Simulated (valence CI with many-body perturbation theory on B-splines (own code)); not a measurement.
# Ho⁴⁵⁺: calculated level list

Computed by valence CI with perturbative core correlation (CI+MBPT): four valence electrons over a frozen Dirac-Fock core [Ar], radial functions for each j: 7 s, 7 p, 8 d, 6 f, 4 g, 1 h, with the one-electron correlation potential Σ1 (screened to all orders), the two-electron term Σ2, the three-electron term Σ3, Breit, model QED; selected single and double excitations, second order for the rest, scaled by the run's own slope (own B-spline code, finite nucleus).

No measured spectrum was set against this ion. As an estimate, large intervals hold to a few tenths of a per cent, small ones and those within an open d or f shell to about a per cent. Only levels of the ground parity were solved; by the run's estimate the other parity begins above the list, which can be wrong where configurations are misplaced.

Levels 1 to 31 of 31, with energies above the lowest level, (3d3/2^4) J=0. "Leading %" is the weight of the configuration and term that name the level; weights of strongly mixed levels are sums over their largest components and can fall short, so below about 35 % the name and the second component can differ from the true leading terms, or belong to a minority configuration. In the jj column 3d3/2^4 stands for four electrons in 3d with j = 3/2. Lifetimes count E1, E2, E3, M1 and M2 decay at the calculated energies, and are blank where another channel may lead or the interval is too uncertain; long ones can be off by a factor of two.

```
No.  Configuration  Term  J  E (cm⁻¹)  Leading %      g  Lifetime               Leading jj
  1            3d4    3P  0         0         59                            3d3/2^4 (98 %)
  2            3d4    5D  1    302360         60  1.492   1.41 μs     3d3/2^3 3d5/2 (98 %)
  3            3d4    3F  4    389230         29  1.075               3d3/2^3 3d5/2 (98 %)
  4            3d4    5D  2    401030         42  1.236   54.3 μs     3d3/2^3 3d5/2 (89 %)
  5            3d4    3F  3    427870         29  1.146               3d3/2^3 3d5/2 (92 %)
  6            3d4    5D  0    667560         65           502 ns   3d3/2^2 3d5/2^2 (97 %)
  7            3d4    5D  2    679550         45  1.216    759 ns   3d3/2^2 3d5/2^2 (92 %)
  8            3d4    3H  4    688090         40  1.148   1.37 μs   3d3/2^2 3d5/2^2 (97 %)
  9            3d4    5D  3    702530         48  1.152   1.38 μs   3d3/2^2 3d5/2^2 (90 %)
 10            3d4    3H  5    731860         68  1.079   2.67 μs  3d3/2^2 3d5/2^2 (100 %)
 11            3d4    1I  6    752950         51  1.073   11.6 ms   3d3/2^2 3d5/2^2 (99 %)
 12            3d4    3P  1    761260         43  1.110   1.21 μs   3d3/2^2 3d5/2^2 (94 %)
 13            3d4    3G  4    790370         56  1.028   6.63 μs   3d3/2^2 3d5/2^2 (98 %)
 14            3d4    3F  3    791050         44  1.085   1.84 μs   3d3/2^2 3d5/2^2 (96 %)
 15            3d4    3D  2    802670         33  1.091   4.41 μs   3d3/2^2 3d5/2^2 (96 %)
 16            3d4    3F  2    890380         48  0.985    881 ns   3d3/2^2 3d5/2^2 (94 %)
 17            3d4    3F  4    925910         65  1.197   2.82 μs   3d3/2^2 3d5/2^2 (92 %)
 18            3d4    3P  2   1010400         38  1.167   10.0 μs   3d3/2^2 3d5/2^2 (90 %)
 19            3d4    5D  4   1061600         32  1.142    594 ns     3d3/2 3d5/2^3 (90 %)
 20            3d4    3F  3   1068400         44  1.169    519 ns     3d3/2 3d5/2^3 (96 %)
 21            3d4    3P  0   1097800         62          1.52 μs   3d3/2^2 3d5/2^2 (63 %)
 22            3d4    3D  1   1104400         54  0.948    404 ns     3d3/2 3d5/2^3 (96 %)
 23            3d4    3G  5   1108400         68  1.137   1.07 μs    3d3/2 3d5/2^3 (100 %)
 24            3d4    3H  6   1114700         51  1.075   1.25 μs     3d3/2 3d5/2^3 (99 %)
 25            3d4    3F  2   1168800         48  1.058    616 ns     3d3/2 3d5/2^3 (92 %)
 26            3d4    3D  3   1183200         36  1.088    861 ns     3d3/2 3d5/2^3 (98 %)
 27            3d4    1S  0   1254200         78          1.32 μs     3d3/2 3d5/2^3 (56 %)
 28            3d4    3F  3   1287100         66  1.056   1.03 μs    3d3/2 3d5/2^3 (100 %)
 29            3d4    3P  1   1291100         90  1.416    684 ns     3d3/2 3d5/2^3 (98 %)
 30            3d4    1G  4   1295100         69  1.043    803 ns     3d3/2 3d5/2^3 (96 %)
 31            3d4    1D  2   1325000         66  1.105    938 ns     3d3/2 3d5/2^3 (82 %)
```

The ionisation energy to 3d3 4F_3/2 of the next ion comes out as 3760.9 eV (NIST: 3760 ± 4 eV (theoretical)). All 31 levels together are meant to be complete up to 1378200 cm⁻¹.
